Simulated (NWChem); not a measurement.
System meant: BH$_{3}$SeO$_{2}$; SMILES OB(O)[SeH]

Here is an NWChem input.

```
start job
memory heap 200 mb stack 900 mb global 1100 mb
geometry units angstroms noautoz
  B     -0.025782    -0.971921     0.000000
  O      1.086349    -1.756012     0.000000
  H      1.921406    -1.280936     0.000000
  O     -1.251010    -1.546514     0.000000
  H     -1.186383    -2.509279     0.000000
  Se     0.099843     0.995525     0.000000
  H     -1.356205     1.178019     0.000000
end
basis spherical
  * library def2-svp
end
dft
  odft
  mult 2
  xc pbe0
  iterations 150
  mulliken
end
task dft energy
```

End of the output:

```
                                 NWChem DFT Module
                                 -----------------

 Summary of "ao basis" -> "ao basis" (spherical)
 ------------------------------------------------------------------------------
       Tag                 Description            Shells   Functions and Types
 ---------------- ------------------------------  ------  ---------------------
 B                          def2-svp                 6       14   3s2p1d
 O                          def2-svp                 6       14   3s2p1d
 H                          def2-svp                 3        5   2s1p
 Se                         def2-svp                12       32   5s4p3d

 Summary of "ao basis" -> "ao basis" (spherical)
 ------------------------------------------------------------------------------
       Tag                 Description            Shells   Functions and Types
 ---------------- ------------------------------  ------  ---------------------
 B                          def2-svp                 6       14   3s2p1d
 O                          def2-svp                 6       14   3s2p1d
 H                          def2-svp                 3        5   2s1p
 Se                         def2-svp                12       32   5s4p3d

      Symmetry analysis of basis
      --------------------------

        a'         64
        a"         25

  number of electrons :                   58
  multiplicity        :                    2
 ------------------------------------------------------------------------
  no. of electrons and multiplicity not compatible                  58
 ------------------------------------------------------------------------
 ------------------------------------------------------------------------
  current input line :
    22: task dft energy
 ------------------------------------------------------------------------
 ------------------------------------------------------------------------
 There is an error in the input file
 ------------------------------------------------------------------------
 For more information see the NWChem manual at https://nwchemgit.github.io

0: no. of electrons and multiplicity not compatible:Received an Error in Communication
```

**Question.** What is wrong, and how is it mended?

**Answer.** The input was rejected before any calculation. Cause: the multiplicity doesn't fit the number of electrons (an even count wants an odd multiplicity, and the reverse). This input runs:
```
start job
memory heap 200 mb stack 900 mb global 1100 mb
geometry units angstroms noautoz
  B     -0.025782    -0.971921     0.000000
  O      1.086349    -1.756012     0.000000
  H      1.921406    -1.280936     0.000000
  O     -1.251010    -1.546514     0.000000
  H     -1.186383    -2.509279     0.000000
  Se     0.099843     0.995525     0.000000
  H     -1.356205     1.178019     0.000000
end
basis spherical
  B library def2-svp
  O library def2-svp
  H library def2-svp
  Se library def2-svp
end
dft
  xc pbe0
  iterations 150
  mulliken
end
task dft energy
```
It converges to -2577.88501 Ha (PBE0/def2-SVP).
